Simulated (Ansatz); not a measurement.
Geometry optimisation, DFT PBEsol, scalar-relativistic, plane waves, PAW in Ansatz 0.2.0.

input.yaml

```yaml
crystal:
  lattice:
    - [6.62, 0.0, 0.0]
    - [-4.965, 8.599632, 0.0]
    - [0.0, 0.0, 5.27614]
  atoms:
    - { symbol: Sc, position: [0.0, 0.0, 0.0] }
    - { symbol: Sc, position: [0.16666667, 0.22222223, 0.5] }
    - { symbol: Sc, position: [1.0e-08, 0.33333334, 0.0] }
    - { symbol: Sc, position: [0.16666668, 0.55555557, 0.5] }
    - { symbol: Sc, position: [2.0e-08, 0.66666669, 0.0] }
    - { symbol: Sc, position: [0.16666669, 0.88888892, 0.5] }
    - { symbol: Sc, position: [0.5, 0.0, 0.0] }
    - { symbol: Sc, position: [0.66666667, 0.22222223, 0.5] }
    - { symbol: Sc, position: [0.50000001, 0.33333334, 0.0] }
    - { symbol: Sc, position: [0.66666668, 0.55555557, 0.5] }
    - { symbol: Sc, position: [0.50000002, 0.66666669, 0.0] }
    - { symbol: Sc, position: [0.66666669, 0.88888892, 0.5] }
    - { symbol: C, position: [0.34380705, 0.45286414, 1.2616464] }
basis:
  ecutwfc: 420.0
kpoints:
  mp_grid: { grid: [3, 2, 3] }
hamiltonian:
  xc: pbesol
scf:
  occupations: { method: gaussian, width: 0.1 }
  lower_state_search: "off"
relax:
  f_tol: 0.03
  max_steps: 60
  adjacent_minimum: "off"
output:
  write_density: true
  write_potential: true
  elf: true
  volumetric_format: npy
```

Launched with:

```bash
$ ansatz run input.yaml --threads 2 --pin off --max-ram 5120MiB --backend cpu --events-out ev --progress --plain --runs-dir out
```

Where does it end, and by what steps?

It converged. The force dipped under the threshold on the way, but the program's further checks kept it going. Limits of this set-up: coarse k mesh. After 4 steps the energy has fallen by 0.237 eV; Sc9 moved furthest, 0.10 Å.

```
step  energy less start (eV)  largest force component (eV/Å)  accepted
   0                  0.0000                           0.608       yes
   1                 -0.0639                           0.692       yes
   2                 -0.2294                           0.181       yes
   3                 -0.2370                           0.026       yes
   4                 -0.2370                           0.026       yes
```

```xyz
13
Lattice="6.6200 0.0000 0.0000 -4.9650 8.5996 0.0000 0.0000 0.0000 5.2761" Properties=species:S:1:pos:R:3
Sc 0.019 -0.032 -0.005
Sc 0.012 1.983 2.596
Sc -1.608 2.892 0.070
Sc -1.625 4.737 2.572
Sc -3.304 5.788 -0.037
Sc -3.289 7.671 2.614
Sc 3.296 -0.018 0.032
Sc 3.308 1.865 2.684
Sc 1.628 2.918 0.076
Sc 1.612 4.763 2.579
Sc -0.008 5.675 0.051
Sc -0.014 7.689 2.653
C 0.001 3.829 6.600
```

Time of the run: 62 s on 2 threads of Arm Neoverse V2 (shared host), peak memory 0.81 GiB.
